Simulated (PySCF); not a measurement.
HO4Re, SMILES [O]=[Re]([OH])(=[O])=[O], multiplicity 1. Heavy atoms are numbered as in [Re:1](=[O:2])(=[O:3])(=[O:4])[OH:5]. Hydrogens are named by the atom that carries them.

Coordinates come from a PBE0-D3(BJ)/def2-SVP optimisation. A frequency run showed that this geometry is not a minimum. The spin state was assumed, not searched. The isomer is the one that the SMILES or the coordinates give; other isomers of the formula were not compared. The def2 effective core potentials stand for the cores of Re; spin–orbit coupling is left out. Other conformers were not sampled.

Method: PySCF with HF/def2-TZVP.

ESP charges are fitted to the potential on shells at 1.4 to 2.0 van der Waals radii. Atomic charges (e), one atom of each kind:

| atom | ESP fit | Mulliken |
|---|---|---|
| Re1 | 1.78 | 2.13 |
| O2 | -0.51 | -0.58 |
| O5 (OH) | -0.77 | -0.79 |
| H on O5 | 0.52 | 0.41 |
